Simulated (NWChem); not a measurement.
Si2NH6, doublet; SMILES [SiH3][N][SiH3]

```xyz
9

Si    -0.0101    -1.6506     0.0121
N     -0.5217    -0.0001     0.0720
Si    -0.0148     1.6506    -0.0166
H     -0.8168    -2.3284    -1.0402
H      1.4350    -1.8915    -0.2724
H     -0.3359    -2.2494     1.3368
H     -0.3501     2.2747     1.2939
H     -0.8179     2.3042    -1.0868
H      1.4311     1.8907    -0.2980
```
Atoms are numbered in this order, from 1.

Level: B3LYP/6-31G* (spherical d), spin-unrestricted (NWChem), optimised geometry, unscaled harmonic frequencies. B3LYP is NWChem's, with the RPA form of VWN correlation.

```json
[
 {"frequency (cm⁻¹)": "39", "IR intensity (km/mol)": "0.0"},
 {"frequency (cm⁻¹)": "52", "IR intensity (km/mol)": "1.6"},
 {"frequency (cm⁻¹)": "93", "IR intensity (km/mol)": "3.3"},
 {"frequency (cm⁻¹)": "517", "IR intensity (km/mol)": "1.0"},
 {"frequency (cm⁻¹)": "602", "IR intensity (km/mol)": "0.0"},
 {"frequency (cm⁻¹)": "667", "IR intensity (km/mol)": "3.4"},
 {"frequency (cm⁻¹)": "701", "IR intensity (km/mol)": "86.7"},
 {"frequency (cm⁻¹)": "713", "IR intensity (km/mol)": "91.8"},
 {"frequency (cm⁻¹)": "896", "IR intensity (km/mol)": "154.8"},
 {"frequency (cm⁻¹)": "904", "IR intensity (km/mol)": "80.0"},
 {"frequency (cm⁻¹)": "958", "IR intensity (km/mol)": "330.4"},
 {"frequency (cm⁻¹)": "965", "IR intensity (km/mol)": "169.4"},
 {"frequency (cm⁻¹)": "966", "IR intensity (km/mol)": "125.0"},
 {"frequency (cm⁻¹)": "1006", "IR intensity (km/mol)": "63.8"},
 {"frequency (cm⁻¹)": "1060", "IR intensity (km/mol)": "96.8"},
 {"frequency (cm⁻¹)": "2215", "IR intensity (km/mol)": "58.0"},
 {"frequency (cm⁻¹)": "2225", "IR intensity (km/mol)": "346.7"},
 {"frequency (cm⁻¹)": "2230", "IR intensity (km/mol)": "35.2"},
 {"frequency (cm⁻¹)": "2232", "IR intensity (km/mol)": "178.2"},
 {"frequency (cm⁻¹)": "2234", "IR intensity (km/mol)": "29.5"},
 {"frequency (cm⁻¹)": "2237", "IR intensity (km/mol)": "96.3"}
]
```

* **zero-point energy**: 33.6 kcal/mol
* **thermal correction to the enthalpy at 298.15 K (with zero-point energy)**: 38.1 kcal/mol
* **heat capacity Cv**: 19.6 cal/(mol K)
* **entropy at 298.15 K and 1 atm (symmetry number 1, electronic part: spin degeneracy alone)**: 81.4 cal/(mol K)
* **dipole moment**: 0.63 D

Rigid rotor and harmonic oscillator; modes under 100 cm⁻¹ make the entropy uncertain.
